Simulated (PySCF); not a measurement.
CH6AlOP. Atoms are numbered in the order given.

```xyz
10

Al     0.2890    -0.2321     0.2922
C      2.1458    -0.5002    -0.2346
H      2.2220    -1.3102    -0.9815
H      2.7700    -0.7830     0.6284
H      2.5787     0.4022    -0.6981
O     -0.1844    -0.8618     1.8100
H     -1.0594    -0.8308     2.2061
P     -1.2353     0.9987    -1.0024
H     -2.3186     0.0916    -0.7752
H     -0.8194     0.3638    -2.2155
```

Geometry optimised at B3LYP-D3(BJ)/def2-SVP. The structure was generated by enumeration; whether it is a known compound was not checked. Other conformers were not sampled.

Method: KT2/pcSseg-1 run with PySCF.

GIAO shieldings, no solvent; atoms alike by connectivity are averaged. δ = σ(ref) − σ: ¹³C against TMS (σ = 185.1 ppm); ¹H against TMS (σ = 31.47 ppm); ¹⁷O against H2O (σ = 330.4 ppm); ³¹P against PH3 (σ = 597.6 ppm), references at their B3LYP-D3(BJ)/def2-TZVP geometries, non-relativistic.

Computed chemical shifts:
```
nucleus       atoms  count  δ (ppm)
-------  ----------  -----  -------
¹³C              C2      1     -5.9
¹H               H7      1     3.56
¹H          H9, H10      2     1.22
¹H       H3, H4, H5      3     0.09
¹⁷O              O6      1    104.8
³¹P              P8      1    -27.9
```
